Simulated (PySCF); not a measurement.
Geometries of 2 isomers of CH3NOSi, from PBE0-D3(BJ)/def2-SVP geometry optimisation, gas phase (PySCF 2.14.0). One conformer each, no zero-point energy, no frequencies.

Question: Which isomer lies lower at this level?
A.
```xyz
7
angstrom
N      2.521   -0.692    0.141
C      1.450   -0.261    0.031
Si    -0.287    0.407   -0.116
O     -1.340   -0.828   -0.416
H     -0.327    1.317   -1.282
H     -0.548    1.113    1.168
H     -1.391   -1.554    0.214
```
B.
```xyz
7
angstrom
Si    -0.004    0.000   -1.037
N     -0.014    0.032    0.683
C      0.003    0.007    1.879
O      0.017   -0.012    3.047
H      1.407   -0.007   -1.517
H     -0.706    1.210   -1.549
H     -0.704   -1.229   -1.507
```

Answer: B. That is Si(NCO)H3 (`[H][Si]([H])([H])N=C=O`), 10.0 kcal/mol below the other.

| SMILES | atoms numbered as above | E (Eh) | relative (kcal/mol) | relative (kJ/mol) | dipole (D) |
| --- | --- | --- | --- | --- | --- |
| [H][Si]([H])([H])N=C=O | – | -458.88361 | 0.0 | 0.0 | 2.12 |
| N#C[SiH2]O | [N:1]#[C:2][SiH2:3][OH:4] | -458.86763 | 10.0 | 42.0 | 2.92 |
